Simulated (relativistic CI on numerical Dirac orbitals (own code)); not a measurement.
**Hg33+: q coefficients and field-shift factors**

Calculated at this level of theory: Dirac-Coulomb-Breit CI, separate exchange-only KLI orbitals for each configuration, derivatives by finite differences, unscaled Slater integrals, QED left out (own radial code, finite nucleus).

CI space (outside the closed core [Ar] 3d10): 4s²4p⁶4d¹⁰4f, 4s²4p⁶4d⁹4f², 4s²4p⁶4d¹⁰5s, 4s²4p⁵4d¹⁰4f², 4s²4p⁶4d¹⁰5p, 4s²4p⁶4d¹⁰5d, 4s4p⁶4d¹⁰4f², 4s²4p⁶4d⁹4f5s. Levels of other configurations are missing.

With x = (α/α₀)² − 1 an excitation energy changes as ω = ω₀ + qx; K = 2q/ω₀ is the relative enhancement. Terms are leading LS components, so labels can repeat. The field-shift factor is F = δν/δ⟨r²⟩ for the transition from the lowest level.

Lowest level 4s²4p⁶4d¹⁰4f ²F°5/2.

```
              Level  ω₀ (cm⁻¹)  q (cm⁻¹)        K  F (GHz/fm²)
4s²4p⁶4d¹⁰4f ²F°7/2      50527     47490     1.88         2.59
 4s²4p⁶4d⁹4f² ⁴F3/2    1787395     13590   0.0152         32.6
 4s²4p⁶4d⁹4f² ⁴F5/2    1792281     10000   0.0112         32.7
 4s²4p⁶4d⁹4f² ⁴G7/2    1812021     14480    0.016         33.2
4s²4p⁶4d⁹4f² ²K13/2    1834409      2881  0.00314           33
 4s²4p⁶4d⁹4f² ⁴H9/2    1841065     14440   0.0157         33.3
 4s²4p⁶4d⁹4f² ⁴F7/2    1841109     44750   0.0486         34.8
 4s²4p⁶4d⁹4f² ⁴D5/2    1843459     12930    0.014         33.5
 4s²4p⁶4d⁹4f² ⁴F9/2    1853873     53080   0.0573         35.3
 4s²4p⁶4d¹⁰5s ²S1/2    1854569   -713500   -0.769         1350
4s²4p⁶4d⁹4f² ⁴I11/2    1856413      6633  0.00715         33.2
 4s²4p⁶4d⁹4f² ⁴D3/2    1859870     22640   0.0244         33.9
 4s²4p⁶4d⁹4f² ²F5/2    1862669     52790   0.0567         35.3
4s²4p⁶4d⁹4f² ⁴K15/2    1865599     48020   0.0515         35.4
 4s²4p⁶4d⁹4f² ⁴G7/2    1867664     23920   0.0256         34.3
 4s²4p⁶4d⁹4f² ⁴D7/2    1875462     48000   0.0512         35.3
 4s²4p⁶4d⁹4f² ⁴P1/2    1875655     18920   0.0202         42.4
4s²4p⁶4d⁹4f² ⁴G11/2    1876487     50070   0.0534         35.2
4s²4p⁶4d⁹4f² ⁴H13/2    1885856     50390   0.0534         35.3
4s²4p⁶4d⁹4f² ⁴K17/2    1887219     66550   0.0705         36.5
 4s²4p⁶4d⁹4f² ⁴G9/2    1891387     23790   0.0252         34.5
 4s²4p⁶4d⁹4f² ⁴D5/2    1892337     55850    0.059         35.8
 4s²4p⁶4d⁹4f² ²H9/2    1897677     47860   0.0504         35.6
```

At this charge energies of transitions that change n are usually good to better than 1 %, and those within a shell (Δn = 0) to a few per cent.
